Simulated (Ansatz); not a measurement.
Ansatz results at the PBE0-D4/def2-TZVP geometry: HOMO energy (PBE/def2-TZVPP) -5.00 eV; zero-point energy (PBE0-D4/def2-TZVP) 278.5 kJ/mol; HOMO–LUMO gap (PBE/def2-TZVPP) 4.75 eV.

(1) Which molecule gave them?
A. `C1NC[SiH2]N1`
B. `NB(F)/C=C/[SiH3]`
C. `COC(C)OC`
D. `OB1N=CO1`

Results:

(1) A. The others give `NB(F)/C=C/[SiH3]`: -6.64, 242.1, 4.56; `COC(C)OC`: -5.92, 370.3, 6.38; `OB1N=CO1`: -6.71, 113.4, 4.46.
